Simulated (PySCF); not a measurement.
In(H)(F)(OMe) (CH4FInO), SMILES C[O][InH][F].

Geometry: PBE0-D3(BJ)/def2-SVP. The def2 effective core potentials stand for the cores of In; spin–orbit coupling is left out. The values are those of a single conformer.

Computed with C-PCM-B3LYP/def2-SVP (PySCF).

The values are the electrostatic part of the solvation free energy, E(continuum) − E(gas) at the gas-phase geometry, in a cavity of scaled van der Waals radii (PySCF's table); cavitation and dispersion terms are not included. A continuum can't describe solvent molecules that bind to the metal. In vacuum the orbital gap is 5.70 eV. The dipole moment in vacuum is 1.85 D.

Computed values in water (ε = 78.36), dimethylsulfoxide (ε = 46.83), ethanol (ε = 24.85):
| solvent | ε | ΔG(elec) (kcal/mol) | dipole (D) | gap (eV) |
|---|---|---|---|---|
| water | 78.36 | -8.9 | 2.44 | 5.99 |
| dimethylsulfoxide | 46.83 | -8.8 | 2.43 | 5.99 |
| ethanol | 24.85 | -8.6 | 2.42 | 5.98 |
